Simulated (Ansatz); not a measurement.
One geometry of the cluster Ge₃Te₇, several levels of theory.

```yaml
crystal:
  periodic: [false, false, false]
  atoms:
    - {symbol: Ge, position_ang: [-1.329318, 3.111878, 0.860993]}
    - {symbol: Ge, position_ang: [0.926627, 2.092446, 0.938462]}
    - {symbol: Ge, position_ang: [0.981036, -1.604587, 0.969211]}
    - {symbol: Te, position_ang: [2.391564, -3.196509, -0.834681]}
    - {symbol: Te, position_ang: [2.763384, 0.433861, 1.485680]}
    - {symbol: Te, position_ang: [-1.735322, 0.496405, 1.791840]}
    - {symbol: Te, position_ang: [0.783356, -1.117610, -1.724166]}
    - {symbol: Te, position_ang: [-3.061165, -0.153580, -0.537298]}
    - {symbol: Te, position_ang: [0.041459, 2.315615, -1.490125]}
    - {symbol: Te, position_ang: [-1.761651, -2.377908, -1.459895]}
basis:
  gaussian: {orbitals: def2-TZVP, initial_orbitals: start.molden}
hamiltonian: {xc: pbe0, dispersion: d4}
scf: {omitted_lower_state_checks: [starts]}
output: {orbitals: {seedname: orbitals}}
```

The file start.molden holds the orbitals of an earlier run on this structure, at another level or in another basis.

```sh
$ ansatz run in.yaml --threads 4 --pin off --events-out ev --progress --plain --max-ram 9574MiB
```

Output, abridged:

```
Functional definition: PBE0
4269 factors; their error is unknown
the host lacks memory for fits, so the integrals are decomposed
4325 factors; integrals over basis functions are off by at most 8.4e-4 eV
mean field evaluation 1: about -220594.5046 eV, gradient 1.8e2 eV
mean field evaluation 2: about -220597.0315 eV, gradient 5.9e0 eV
mean field evaluation 4: about -220597.4808 eV, gradient 7.0e-1 eV
mean field evaluation 8: about -220597.4841 eV, gradient 4.8e-5 eV
mean field -220597.48413002 eV, -8106.8080154330 hartree, gradient 4.8e-5 eV, S^2 0.000000; 0 other end points of the search recorded, 0 dependent functions left out
reference -220597.48416580 eV, -8106.8080167481 hartree; 132, 132 occupied and 362, 362 virtual orbitals, 4325 factors
Total energy: -220598.78464497 eV, -8106.8558084760 hartree
Checks for a lower state left out: starts
```

Run time 2.6 min (4 threads of Intel Xeon on a shared host), peak host memory 5.1 GiB.

First input, but with `hamiltonian: {xc: pbe, dispersion: d4}`, `output: {forces: true, orbitals: {seedname: orbitals}}` (abridged; 40 s):

```
Functional definition: PBE
mean field -220590.83377700 eV, -8106.5636194674 hartree, gradient 1.5e-5 eV, S^2 0.000000
Total energy: -220592.27676768 eV, -8106.6166483968 hartree
Atom 0 force     0.042372    -0.071863    -0.019890 eV/Å
Atom 1 force    -0.031388    -0.050877    -0.058170 eV/Å
Atom 2 force     0.007704     0.029726    -0.103778 eV/Å
Atom 3 force    -0.134124     0.149305    -0.032288 eV/Å
Atom 4 force    -0.094405     0.017355    -0.047070 eV/Å
Atom 5 force    -0.038771     0.022800    -0.227154 eV/Å
Atom 6 force    -0.035383    -0.163252     0.167685 eV/Å
Atom 7 force     0.208471    -0.074670     0.112721 eV/Å
Atom 8 force    -0.008971    -0.047863     0.154248 eV/Å
Atom 9 force     0.084496     0.189340     0.053697 eV/Å
Dipole moment:    -0.361376     0.103486     0.080300 e Å
Checks for a lower state left out: starts
```

The first input with `gaussian: {orbitals: def2-SVP, initial_orbitals: start.molden}`, `correlation: {method: mp2}` and without the key `hamiltonian` (abridged; 77 s):

```
Functional definition: HF
mean field -220261.73807804 eV, -8094.4695755997 hartree, gradient 8.7e-6 eV, S^2 0.000000
55 core orbitals not correlated: weight in the atoms' cores, before any rotation towards them, 1.000 or more for the frozen orbitals, at most 0.000 for the correlated occupied ones
second order -41.43785607 eV of doubles, -0.00000000 eV of singles
Total energy: -220303.17593412 eV, -8095.9923887228 hartree
Checks for a lower state left out: starts
```

As the first input, with `gaussian: {orbitals: STO-3G}`, `hamiltonian: {xc: hf}` (abridged; 55 s):

```
Functional definition: HF
mean field -1414597.02084126 eV, -51985.4816676172 hartree, gradient 2.6e-5 eV, S^2 0.000000
Total energy: -1414597.02084126 eV, -51985.4816676172 hartree
Checks for a lower state left out: starts
```

First input, but with `gaussian: {orbitals: def2-SVP, initial_orbitals: start.molden}`, `hamiltonian: {xc: pbe, dispersion: d4}` (abridged; 17 s):

```
Functional definition: PBE
mean field -220567.44952918 eV, -8105.7042642103 hartree, gradient 1.7e-5 eV, S^2 0.000000
Total energy: -220568.89251615 eV, -8105.7572930034 hartree
Checks for a lower state left out: starts
```

The first input with `gaussian: {orbitals: def2-SVP, initial_orbitals: start.molden}` (abridged; 51 s):

```
Functional definition: PBE0
mean field -220574.17625164 eV, -8105.9514667011 hartree, gradient 4.0e-5 eV, S^2 0.000000
Total energy: -220575.47676355 eV, -8105.9992596323 hartree
Checks for a lower state left out: starts
```

The first input with `hamiltonian: {xc: r2scan, dispersion: d4}` (abridged; 2.7 min):

```
Functional definition: r2SCAN
mean field -220636.14499151 eV, -8108.2287758875 hartree, gradient 1.8e-5 eV, S^2 0.000000
Total energy: -220636.46268551 eV, -8108.2404509266 hartree
Checks for a lower state left out: starts
```

Geometry: PBE-D4/def2-SVP.

In the def2 sets Te takes a core potential, while STO-3G treats all electrons; there is no spin–orbit coupling. Correlated methods freeze 55 core orbitals; core or outer-core shells of Ge, Te are correlated, in sets that lack core-valence functions. Another isomer (singlet) lies 1.06 eV lower at PBE0-D4/def2-SVP; other spin states weren't run for this one.
